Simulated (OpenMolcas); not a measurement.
## Levels of Cl III by method

```yaml
Program: OpenMolcas 26.06
Basis: ANO-R3 [6s5p4d3f1g]
Scalar_Hamiltonian: X2C, finite nucleus
Active_space: 3 electrons in 3 orbitals (3p)
State_averaging: 2S+1 = 4 odd, 1 root; 2S+1 = 2 odd, 8 roots
Spin-orbit_coupling: RASSI with atomic mean-field integrals over the reference wave functions, term energies averaged over their components
```

Methods on the same reference wave functions:
A. CASSCF
B. SS-CASPT2, IPEA 0.25 Eh, imaginary shift 0.1 Eh (closed shells correlated: 2s 2p 3s)

Energies in cm⁻¹ above 3s² 3p³ ⁴S°_3/2, the measured ground level; measured values from Moore, Atomic Energy Levels, vol. I, NSRDS-NBS 35 (1971 reprint of NBS Circular 467, 1949).

```tsv
Level	A	B	Measured
3s² 3p³ ⁴S°_3/2	0.0	0.0	0.0
3s² 3p³ ²D°_3/2	22731	18370	18053
3s² 3p³ ²D°_5/2	22774	18420	18120
3s² 3p³ ²P°_1/2	37810	31050	29812
3s² 3p³ ²P°_3/2	37867	31120	29907
```

Deviations, from unrounded energies. A percentage is the sum of absolute deviations over the sum of measured energies, with the sign that they share, or ± where signs differ.

| Against measurement | Levels | A | B |
| --- | --- | --- | --- |
| mean absolute deviation (cm-1) | 4 | 6300 | 770 |
| other terms of the ground configuration (%) | 4 | +26.4 | +3.2 |

B lies closest to measurement on these levels. The largest miss of B in the table is 3s² 3p³ ²P°_1/2, by +1200 cm-1. The ranking rests on the paired levels alone, and a cruder setting can come out closer through cancelling errors.

From A to B the spin-free energies of the other terms of 3s² 3p³ shown, above ⁴S°, scale by factors of 0.81 to 0.82.

The lowest spin-free term lies below A's lowest term by 0.386 hartree in B.

CASPT2 does not keep the components of a term degenerate, so their means are used; among the terms shown or strongly mixed into the levels shown the widest spread is 220 cm-1 (3s² 3p³ ²D°, B). With the s shell closed, the reference lacks s² → p² mixing. Computed and measured levels are paired by configuration, term and J; levels that our copy of the source lacks, or whose pairing is in doubt (as where it misses far off the trend of its configuration), stay unpaired and out of the deviations. Only configurations of the active space appear.

° marks odd parity.
